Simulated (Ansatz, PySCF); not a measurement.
FeCl₄, SMILES [Fe-]([Cl])([Cl])([Cl])[Cl] (connectivity only; charge and spin as stated), charge -1, multiplicity 6. Atoms are numbered in the order given.

```xyz
5

Fe     0.0000     0.0000     0.0000
Cl     1.2973     1.2973    -1.2973
Cl    -1.2973     1.2973     1.2973
Cl    -1.2973    -1.2973    -1.2973
Cl     1.2973    -1.2973     1.2973
```
Charge -1, spin multiplicity 6.

The structure is a stationary point at B3LYP-D3(BJ)/def2-SVPD. The spin state was assumed, not searched. The isomer is the one that the SMILES or the coordinates give; other isomers of the formula were not compared.

Two levels are set side by side: PBE-D3(BJ)/def2-SVPD (Ansatz, a first-principles code) and B3LYP-D3(BJ)/def2-SVPD (Ansatz). Each level has its own optimised geometry; the coordinates shown are those of the second. Frequencies come from the Hessian of PySCF at each geometry. Differences are taken from unrounded values.

| quantity | B3LYP-D3(BJ) |
|---|---|
| mean bond length (Å) | 2.247 |
| bond Fe1–Cl2 (Å) | 2.247 |
| bond Fe1–Cl3 (Å) | 2.247 |
| bond Fe1–Cl4 (Å) | 2.247 |
| bond Fe1–Cl5 (Å) | 2.247 |
| highest harmonic wavenumber (cm⁻¹) | 362 |
| mean harmonic wavenumber (cm⁻¹) | 216 |
| zero-point energy (kcal/mol) | 2.79 |

What does PBE-D3(BJ) give, and how far is it from B3LYP-D3(BJ)? (The exact figures need the calculation; the answer reports its results.)


```tsv
quantity	PBE-D3(BJ)	PBE-D3(BJ) minus B3LYP-D3(BJ)
mean bond length (Å)	2.244	-0.003
bond Fe1–Cl2 (Å)	2.244	-0.003
bond Fe1–Cl3 (Å)	2.244	-0.003
bond Fe1–Cl4 (Å)	2.244	-0.003
bond Fe1–Cl5 (Å)	2.244	-0.003
highest harmonic wavenumber (cm⁻¹)	352	-11
mean harmonic wavenumber (cm⁻¹)	208	-8
zero-point energy (kcal/mol)	2.68	-0.10
```
